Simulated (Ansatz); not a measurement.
Ru₃H₄⁺. Total charge 1; doublet. Geometry PBE-D4/def2-TZVP, that of the neutral singlet.

```xyz
7

Ru   -0.722    0.752    1.075
Ru   -0.920   -0.468   -1.085
Ru    0.103   -1.336    0.745
H     1.690   -1.258    0.555
H    -1.406    1.158   -0.525
H     0.737    1.247    0.808
H     0.519   -0.096   -1.572
```

In the def2 sets Ru takes a core potential; there is no spin–orbit coupling. At PBE-D4/def2-TZVP, r2SCAN-D4/def2-TZVP, PBE0-D4/def2-TZVP the charge 1 doublet is spin-contaminated (final ⟨S²⟩ up to 2.01, 0.75 for a pure state). The structure comes from a short search, and lower isomers may exist.

(1) Estimate the α-spin orbital energies around the gap (eV) in Ansatz with PBE-D4/def2-TZVP, r2SCAN-D4/def2-TZVP, PBE0-D4/def2-TZVP.

Results:

(1) 
```tsv
orbital	PBE-D4/def2-TZVP	r2SCAN-D4/def2-TZVP	PBE0-D4/def2-TZVP
HOMO−5	-12.26	-12.31	-13.02
HOMO−4	-11.24	-11.20	-12.13
HOMO−3	-10.53	-10.84	-11.88
HOMO−2	-10.31	-10.53	-11.46
HOMO−1	-10.24	-10.31	-11.32
HOMO	-10.01	-10.20	-11.18
LUMO	-9.66	-9.40	-8.34
LUMO+1	-8.81	-8.67	-7.91
LUMO+2	-8.66	-8.45	-7.44
LUMO+3	-8.16	-7.95	-7.20
LUMO+4	-8.14	-7.92	-7.17
LUMO+5	-6.66	-6.47	-5.69
β HOMO	-10.01	-10.03	-10.88
β LUMO	-9.37	-8.97	-7.95
```
